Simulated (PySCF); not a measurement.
**Zinc: a sound run and one with changed settings**

Sound run: Zn [Ar] 3d10 4s2, Zn⁺ [Ar] 3d10 4s1. Computed with PySCF 2.14 in def2-TZVP (6s5p4d1f, 48 functions), with the non-relativistic Hamiltonian (point nucleus). The sound run starts from symmetry-adapted Hartree-Fock orbitals and uses a fine grid where one is needed.

Changed run: radial step 0.5 in ln r (0.13 in the sound run). This setting is unsound on purpose.

```csv
species,method,sound run (hartree),changed run (hartree),converged
Zn,UHF,-1777.80707,-1777.80707,yes
Zn,M06-2X,-1779.37110,-1779.32269,yes
Zn,B3LYP,-1779.45281,-1779.38571,yes
Zn⁺,UHF,-1777.52644,-1777.52644,yes
Zn⁺,M06-2X,-1779.03731,-1778.97664,yes
Zn⁺,B3LYP,-1779.10651,-1779.03807,yes
```

Ionisation energy of Zn:

```csv
method,sound run (eV),changed run (eV)
UHF,7.636,7.636
M06-2X,9.083,9.416
B3LYP,9.423,9.460
```

A coarse radial grid mis-integrates the density and the exchange-correlation energy, with errors of either sign; Hartree-Fock needs no grid.

For comparison, NIST gives 9.394 eV between the lowest levels.
